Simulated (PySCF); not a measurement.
[Lu(H2O)]3+ relaxed at several levels

Computed with PySCF 2.14.0, B3LYP, def2-SVP on the ligands, density fitting, scalar-relativistic core potentials, no spin-orbit coupling, vacuum. Each row is relaxed at its own level from the same template. Distances are means of the shortest metal–ligand contacts, charges and spins Mulliken's; removal energies are rigid, with the ligand's formal charge and no counterpoise, so too large; for an anion taken off a cation in vacuum most of it is the attraction of opposite charges, and multiply charged cations can part far more cheaply with an electron moved from ligand to metal. lcecp potentials hold a fixed number of 4f electrons in the core, out of states, spins and gaps.

| level | basis on the metal | point group | M–H2O (Å) | charge on M (e) | HOMO–LUMO gap (eV) | removal of one H2O (eV) | strongest infrared band, degenerate modes summed (cm⁻¹) | unstable modes (below −25 cm⁻¹) |
| --- | --- | --- | --- | --- | --- | --- | --- | --- |
| B3LYP | def2-SVP with ECP28 | C2v | 2.080 | 2.55 | 7.01 | 5.88 | 3276 | 0 |

(1) What does the calculation give for B3LYP, lcecp-1-SVP with ECP60?

One start shape was tried for each, so a minimum needn't be the lowest isomer.

Answers

(1) point group: C2v, M–H2O (Å): 2.120, charge on M (e): 2.50, removal of one H2O (eV): 5.66, strongest infrared band, degenerate modes summed (cm⁻¹): 3307, unstable modes (below −25 cm⁻¹): 0.
```xyz
4

Lu    0.0000    0.0000   -0.0516
O     0.0000    0.0000    2.0683
H     0.7854    0.0000    2.7016
H    -0.7854    0.0000    2.7016
```
